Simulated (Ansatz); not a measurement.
Consider the formal hydrolysis of a Ga–Cl bond: `[OH][Ga]([Cl])[Br]` + H₂O → `[OH][Ga]([OH])[Br]` + HCl.

Computed with Ansatz on PBE0-D4/def2-TZVP structures; ΔE is electronic, products minus reactants. CCSD(T)/CBS is the MP2 limit (def2-TZVPP, def2-QZVPP) plus CCSD(T) − MP2 in def2-TZVPP, frozen cores. This one scheme is used for every species. For Br, Ga outer-core shells are correlated without core-valence functions, which leaves a few kJ/mol of doubt a bond. Scalar relativity is left out up to krypton. Each species was taken in one conformer, which may not be the lowest.

```csv
species,CCSD/def2-TZVPP energy (Eh)
`[OH][Ga]([Cl])[Br]`,-5031.74882
H₂O,-76.32939
`[OH][Ga]([OH])[Br]`,-4647.73462
HCl,-460.32332
```

Question: Work out ΔE.

Answer: ΔE = (-4647.73462) + (-460.32332) − (-5031.74882) − (-76.32939) = 0.02027 Eh = +53.2 kJ/mol. CCSD(T)/CBS gives +57.1 kJ/mol.

Largest T1 diagnostic among the species: 0.012.

From BLYP to BHLYP (50 % exact exchange), in def2-TZVPP and without D4, ΔE moves by +8.3 kJ/mol. In def2-TZVPP, CCSD(T) changes the Hartree–Fock value by −10.9 kJ/mol (the triples alone add −0.6 kJ/mol) and MP2 by −9.4 kJ/mol. At CCSD(T), def2-SVP lies −7.1 kJ/mol from the extrapolated value and def2-TZVPP −4.5 kJ/mol.
